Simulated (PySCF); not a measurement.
Vibration and rotation of CdN

r²SCAN constants of CdN, ⁴Σ⁻ (quartet), unpaired electrons σ ↑, π ↑↑ (Cd x2c-TZVPPall, N x2c-TZVPPall; spin-free X2C with a Gaussian nucleus (PySCF 2.14); masses 113.9034 and 14.0031 u):

| Property | Result |
| --- | --- |
| ωe | 248.9 cm⁻¹ |
| ωexe | 6.81 cm⁻¹ |
| Be | 0.25226 cm⁻¹ |
| αe | 0.00622 cm⁻¹ |
| D (centrifugal) | 1.04e-06 cm⁻¹ |
| De to Cd + N | 0.271 eV |

Task: Give the vibrational terms G(v) and spacings up to v = 4.

Result: G(v) = ωe(v+½) − ωexe(v+½)².

```json
{"v": "0", "G(v) (cm⁻¹)": "123", "G(v) − G(v−1)": "", "Bv (cm⁻¹)": "0.2491"}
{"v": "1", "G(v) (cm⁻¹)": "358", "G(v) − G(v−1)": "235", "Bv (cm⁻¹)": "0.2429"}
{"v": "2", "G(v) (cm⁻¹)": "580", "G(v) − G(v−1)": "222", "Bv (cm⁻¹)": "0.2367"}
{"v": "3", "G(v) (cm⁻¹)": "788", "G(v) − G(v−1)": "208", "Bv (cm⁻¹)": "0.2305"}
{"v": "4", "G(v) (cm⁻¹)": "982", "G(v) − G(v−1)": "194", "Bv (cm⁻¹)": "0.2243"}
```

Task: How well does the Morse estimate ωe²/(4ωexe) reproduce De, and what is D0?

Result: It gives 0.282 eV, 104 % of the computed De. D0 = De − G(0) = 0.271 − 0.015 = 0.256 eV.

The bond is weak. Basis-set superposition, not corrected here, can be much of De in a small basis, most of all at correlated wavefunction levels. Functionals without a dispersion term scatter widely for such bonds, and LDA overbinds them. Spin–orbit coupling is left out. The state was picked by a PBE0 search and need not be the measured ground state.
